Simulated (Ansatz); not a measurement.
SiHCl₃: single points at one geometry.

```yaml
crystal:
  periodic: [false, false, false]
  atoms:
    - {symbol: Si, position_ang: [0.000795, -0.001355, 0.118548]}
    - {symbol: H, position_ang: [0.008140, -0.015821, 1.593191]}
    - {symbol: Cl, position_ang: [1.927012, 0.010484, -0.580868]}
    - {symbol: Cl, position_ang: [-0.971739, 1.674424, -0.548481]}
    - {symbol: Cl, position_ang: [-0.964218, -1.667732, -0.582390]}
basis:
  gaussian: {orbitals: def2-TZVP, initial_orbitals: start.molden}
hamiltonian: {xc: {name: r2SCANh}, dispersion: d4}
scf: {omitted_lower_state_checks: [starts]}
output: {orbitals: {seedname: orbitals}}
```

The file start.molden holds the orbitals of an earlier run on this structure, at another level or in another basis.

```sh
$ ansatz run in.yaml --threads 2 --pin off --events-out ev --progress --plain --max-ram 4352MiB
```

Output, abridged:

```
Functional definition: r2SCANh
1064 factors; their error is unknown
mean field evaluation 1: about -45464.2372 eV, gradient 9.3e0 eV
mean field evaluation 2: about -45464.2646 eV, gradient 4.0e-2 eV
mean field evaluation 4: about -45464.3132 eV, gradient 3.9e-5 eV
mean field -45464.31320607 eV, -1670.7826935049 hartree, gradient 7.1e-6 eV, S^2 0.000000; 0 other end points of the search recorded, 0 dependent functions left out
reference -45464.31321461 eV, -1670.7826938187 hartree; 33, 33 occupied and 121, 121 virtual orbitals, 1064 factors
Total energy: -45464.35774225 eV, -1670.7843301793 hartree
Checks for a lower state left out: starts
```

Hardware: 2 threads of Arm Neoverse V1 on a shared host. Wall time 6 s.

First input, but with `hamiltonian: {xc: {name: LC-wPBE}}` (abridged; 2.4 s):

```
Functional definition: LC-wPBE
mean field -45454.80994728 eV, -1670.4334551856 hartree, gradient 1.1e-5 eV, S^2 0.000000
Total energy: -45454.80994728 eV, -1670.4334551858 hartree
Checks for a lower state left out: starts
```

First input, but with `hamiltonian: {xc: {name: B2PLYP}}` and without the key `output` (abridged; 4.2 s):

```
Functional definition: B2PLYP
mean field -45447.63405782 eV, -1670.1697461121 hartree, gradient 1.0e-5 eV, S^2 0.000000
20 core orbitals not correlated: weight in the atoms' cores, before any rotation towards them, 1.000 or more for the frozen orbitals, at most 0.000 for the correlated occupied ones
second order -22.20684688 eV of doubles, -0.00000000 eV of singles
Total energy: -45453.63007788 eV, -1670.3900957850 hartree
Checks for a lower state left out: starts
```

The first input with `hamiltonian: {xc: {name: B97M-V}}` (abridged; 8 s):

```
Functional definition: B97M-V
mean field -45455.86793852 eV, -1670.4723356468 hartree, gradient 2.6e-5 eV, S^2 0.000000
Total energy: -45455.86798724 eV, -1670.4723374370 hartree
Checks for a lower state left out: starts
```

First input, but with `hamiltonian: {xc: hf}` (abridged; 1.8 s):

```
Functional definition: HF
mean field -45394.72383886 eV, -1668.2253314292 hartree, gradient 1.2e-5 eV, S^2 0.000000
Total energy: -45394.72383886 eV, -1668.2253314292 hartree
Checks for a lower state left out: starts
```

First input, but with `hamiltonian: {xc: pbe, dispersion: d4}` (abridged; 1.9 s):

```
Functional definition: PBE
mean field -45448.12417651 eV, -1670.1877576419 hartree, gradient 1.6e-5 eV, S^2 0.000000
Total energy: -45448.31014150 eV, -1670.1945917292 hartree
Checks for a lower state left out: starts
```

The first input with `hamiltonian: {xc: hse06, dispersion: d4}` (abridged; 3.4 s):

```
Functional definition: HSE06
mean field -45451.13695434 eV, -1670.2984751848 hartree, gradient 2.2e-5 eV, S^2 0.000000
Total energy: -45451.28696545 eV, -1670.3039879915 hartree
Checks for a lower state left out: starts
```

Geometry: r2SCAN-D4/def2-SVP.

LC-ωPBE has ω = 0.4 bohr⁻¹. HSE06 is defined as in plane-wave codes, on full-range PBE exchange. Correlated methods freeze 20 core orbitals.
